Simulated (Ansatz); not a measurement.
Ansatz (a first-principles code) input (B3LYP-D3(BJ)/def2-TZVP):

Ansatz 0.2 input:
```yaml
crystal:
  periodic: [false, false, false]
  atoms:
    - {symbol: Si, position_ang: [0.07663040, -0.22036340, 0.34253391]}
    - {symbol: C, position_ang: [1.77963201, 0.16917996, -0.43029049]}
    - {symbol: C, position_ang: [-1.01724761, -1.07358292, -1.00668993]}
    - {symbol: C, position_ang: [-0.87686039, 1.44535611, 0.58846888]}
    - {symbol: N, position_ang: [-0.12246589, -1.09596575, 1.74315237]}
    - {symbol: H, position_ang: [1.70425468, 0.75794224, -1.34060458]}
    - {symbol: H, position_ang: [2.30981548, -0.74682122, -0.67656626]}
    - {symbol: H, position_ang: [2.40192912, 0.72359676, 0.26686864]}
    - {symbol: H, position_ang: [-1.12846900, -0.42313378, -1.86520991]}
    - {symbol: H, position_ang: [-1.99066993, -1.29717212, -0.59328779]}
    - {symbol: H, position_ang: [-0.54362296, -1.99679076, -1.31351534]}
    - {symbol: H, position_ang: [-1.84166886, 1.24568863, 1.03342564]}
    - {symbol: H, position_ang: [-1.01300300, 1.94433908, -0.36289294]}
    - {symbol: H, position_ang: [-0.30796557, 2.08380908, 1.25157533]}
    - {symbol: H, position_ang: [0.63061726, -1.48728856, 2.28607793]}
basis:
  gaussian:
    orbitals: def2-TZVP
hamiltonian:
  xc: b3lyp
  dispersion: d3bj
magnetization: {spin_polarized: true, initial_magnetization: 1}
relax: {f_tol: 0.002, max_steps: 150}
```

End of the output:

```
1396 factors; their error is unknown
mean field: 1.80 GiB planned
mean field -12644.61436011 eV, -464.6810069064 hartree, gradient 1.8e-5 eV, S^2 0.753498; 0 other end points of the search recorded, 0 dependent functions left out
the calculation of the forces begins
reference -12644.61466344 eV, -464.6810180539 hartree; 25, 24 occupied and 196, 197 virtual orbitals, 1396 factors
relax step  31: F+E_penalty+E_count = -12645.18543992 eV  Δ(F+E_penalty+E_count) = -3.944e-7 eV  max|allowed force component| = 6.785e-4 eV/Å  Δτ_max = 0.0012 Å  (32 SCF iters, accepted)
integrals: 0.15 GiB planned
1396 factors; their error is unknown
mean field: 1.80 GiB planned
mean field evaluation 256: about -12644.6065 eV, gradient 4.0e-2 eV
mean field -12644.61436011 eV, -464.6810069064 hartree, gradient 2.0e-5 eV, S^2 0.753498; 3 other end points of the search recorded, 0 dependent functions left out
the calculation of the forces begins
reference -12644.61466344 eV, -464.6810180539 hartree; 25, 24 occupied and 196, 197 virtual orbitals, 1396 factors
Total energy: -12645.18574326 eV, -464.7020048501 hartree
Atom 0 at    -0.009307    -0.100315     0.276151 Å, force     0.000030     0.000020    -0.000426 eV/Å
Atom 1 at     1.731524     0.191389    -0.371689 Å, force     0.000157    -0.000079     0.000206 eV/Å
Atom 2 at    -0.990386    -1.142552    -0.945566 Å, force    -0.000103     0.000087     0.000074 eV/Å
Atom 3 at    -0.869887     1.530818     0.579648 Å, force    -0.000033    -0.000198     0.000045 eV/Å
Atom 4 at     0.023789    -0.977837     1.804424 Å, force    -0.000374     0.000679     0.000042 eV/Å
Atom 5 at     1.701675     0.775584    -1.295166 Å, force    -0.000153     0.000002     0.000067 eV/Å
Atom 6 at     2.240151    -0.750649    -0.587465 Å, force     0.000040     0.000019     0.000020 eV/Å
Atom 7 at     2.335451     0.744065     0.350868 Å, force     0.000084    -0.000010    -0.000036 eV/Å
Atom 8 at    -1.095771    -0.603634    -1.890869 Å, force    -0.000020    -0.000041     0.000009 eV/Å
Atom 9 at    -1.991032    -1.357038    -0.566818 Å, force    -0.000079    -0.000022    -0.000077 eV/Å
Atom 10 at    -0.493153    -2.092104    -1.152275 Å, force     0.000041     0.000058     0.000063 eV/Å
Atom 11 at    -1.875740     1.369442     0.972472 Å, force    -0.000032     0.000101     0.000070 eV/Å
Atom 12 at    -0.954244     2.111926    -0.341719 Å, force     0.000053    -0.000081     0.000001 eV/Å
Atom 13 at    -0.321260     2.132360     1.307420 Å, force    -0.000038    -0.000027     0.000014 eV/Å
Atom 14 at     0.629096    -1.802660     1.783631 Å, force     0.000426    -0.000506    -0.000071 eV/Å
Dipole moment:     0.155599    -0.044895    -0.325595 e Å
```

It need not be the lowest isomer of its formula.
